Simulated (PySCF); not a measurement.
H2TeO2, singlet: structure and spectrum

These are results of PySCF, PBE0, basis Te def2-TZVP with ECP28, O def2-TZVP, H def2-TZVP (scalar-relativistic core potentials, no spin–orbit coupling, density fitting), not measurements.

The structure is a saddle point with 1 imaginary mode.

Z-matrix (Å, degrees; charge 0 multiplicity 1):
```
Te
O  1 1.8006
O  1 1.8006 2 102.21
H  1 1.7372 2 172.07 3 180.00
H  1 1.7372 2 85.72 3 180.00
```

```
Point group                                                                   : C2v
Bond lengths                                                                  : Te–H 1.737 Å (×2), Te–O 1.801 Å (×2)
Bond angles                                                                   : H–Te–H 86.4°, H–Te–O 85.7° (×2), H–Te–O 172.1° (×2), O–Te–O 102.2°
Rotational constants                                                          : 0.4528, 0.2567, 0.1638 cm⁻¹
Principal quadrupole moments (Buckingham, traceless) about the centre of mass : -8.29, -0.52, 8.81 D Å
Dipole moment                                                                 : 4.22 D
Highest occupied level                                                        : -8.07 eV
Zero-point energy (real modes)                                                : 47.4 kJ/mol
Lowest empty level                                                            : -4.69 eV
Atomisation energy without zero-point energy                                  : 815 kJ/mol
Principal polarisabilities                                                    : 26.3, 49.1, 60.1 bohr³
```

Harmonic modes (masses in u: Te 129.906, O 15.995, H 1.008):
| symmetry | ω (cm⁻¹) | IR (km/mol) |
| --- | --- | --- |
| a2 | 831i | – |
| a1 | 339 | 39.1 |
| b1 | 427 | 8.7 |
| b2 | 734 | 35.6 |
| a1 | 829 | 32.8 |
| b2 | 867 | 17.0 |
| a1 | 1147 | 62.2 |
| b2 | 1769 | 148 |
| a1 | 1813 | 43.4 |

In C2v the vibrations span a2 + 4a1 + b1 + 3b2. Here b1 is antisymmetric to the molecular plane and b2 lies in it. The a2 mode carries no infrared intensity, as symmetry demands.

Charges (e):
```csv
atom,Mulliken,Löwdin,polar tensor,Mayer order to Te1
Te1,0.92,0.94,1.39,–
"O2,3",-0.48,-0.44,-0.53,1.68
"H4,5",0.02,-0.03,-0.17,0.77
```

Mulliken populations on Te1 (electrons outside its core potential): s 3.55, p 8.76, d 10.60, f 0.16.

Other isomers or separated fragments may lie lower. At this level a singlet minimum of C2v symmetry lies 246 kJ/mol below this structure.

The final relaxation and frequency run took roughly 2.7 core-minutes on a shared host.
